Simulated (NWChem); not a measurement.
System: C2H4BNO2; SMILES N#CCB(O)O

```xyz
10

N      0.3670    -2.5754     0.0000
C     -0.2879    -1.6151     0.0000
C     -0.9950    -0.3407     0.0000
B      0.0236     0.9003     0.0000
O      1.3782     0.7583     0.0000
O     -0.5317     2.1425     0.0000
H     -1.6506    -0.2771    -0.8778
H     -1.6506    -0.2771     0.8778
H      1.6682    -0.1679     0.0000
H      0.1531     2.8297     0.0000
```
Atoms are numbered in this order, from 1.

Level: B3LYP/6-31G* (spherical d) (NWChem), optimised geometry, unscaled harmonic frequencies. B3LYP is NWChem's, with the RPA form of VWN correlation.

Q: List the harmonic frequencies with IR intensities, and the thermochemistry.

A: 
```tsv
frequency (cm⁻¹)	IR intensity (km/mol)
64	9.0
129	11.2
340	4.9
367	0.0
426	17.1
452	1.7
562	13.0
574	231.6
637	8.8
767	14.3
870	32.9
968	2.9
1037	135.7
1063	113.2
1193	1.6
1229	4.0
1368	326.8
1466	64.1
1483	268.3
2353	19.5
3060	2.4
3097	0.2
3745	75.3
3757	50.0
```

```yaml
zero_point_energy: 44.3 kcal/mol
thermal correction to the enthalpy at 298.15 K (with zero-point energy): 48.9 kcal/mol
heat capacity Cv: 21.9 cal/(mol K)
entropy at 298.15 K and 1 atm (symmetry number 1): 79.3 cal/(mol K)
dipole_moment: 2.75 D
```

Rigid rotor and harmonic oscillator; modes under 100 cm⁻¹ make the entropy uncertain.
